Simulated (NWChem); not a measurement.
# CdBrF; SMILES [Cd]([Br])[F]

This build's default masses of Se (78.918 u) and Br (79.917 u) are each other's, which moves their modes by up to 0.6 %. def2 effective core potentials on Cd; no spin-orbit coupling.

Give the equilibrium geometry at PBE0/def2-SVP with def2 effective core potentials on Cd (NWChem) as a list of bonds and angles, with the point group.

point group C*v; any orientation.
Bonds (Å): Cd1–F2 1.928, Cd1–Br3 2.391. Angles (°): F2–Cd1–Br3 180.0.
